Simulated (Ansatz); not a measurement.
One change: `[OH][SnH2][NH][SiH3]` becomes `[SiH3][NH][SnH3]`.

Ansatz, PBE0-D4/def2-TZVP geometries, multiplicity 1. Each molecule was computed in one conformer, which needn't be the lowest.

Elements past krypton have def2 core potentials.

```tsv
property	`[OH][SnH2][NH][SiH3]`
HOMO–LUMO gap (PBE0/def2-TZVPP) / eV	7.05
LUMO energy (B3LYP/def2-TZVPP) / eV	-0.68
HOMO energy (B3LYP/def2-TZVPP) / eV	-7.21
HOMO–LUMO gap (PBE/def2-TZVPP) / eV	4.81
size of the dipole moment (B3LYP/def2-TZVPP) / D	0.80
size of the dipole moment (PBE/def2-TZVPP) / D	0.68
```

(1) What does the change do to each property? (Best estimate.)

Answers

(1) Ansatz gave: 
```tsv
property	`[SiH3][NH][SnH3]`	shift
HOMO–LUMO gap (PBE0/def2-TZVPP) / eV	6.71	-0.34
LUMO energy (B3LYP/def2-TZVPP) / eV	-0.68	0.00
HOMO energy (B3LYP/def2-TZVPP) / eV	-6.93	0.28
HOMO–LUMO gap (PBE/def2-TZVPP) / eV	4.58	-0.23
size of the dipole moment (B3LYP/def2-TZVPP) / D	1.33	0.53
size of the dipole moment (PBE/def2-TZVPP) / D	1.33	0.65
```

With PBE0 the HOMO rises by 0.29 eV and the LUMO falls by 0.06 eV, so the gap narrows by about 0.35 eV. PBE moves the HOMO by 0.26 eV and ωB97M-V by 0.31 eV. Dipoles are sizes alone; their direction can turn.

B3LYP here is the variant with VWN-RPA as its local correlation; programs differ in this.
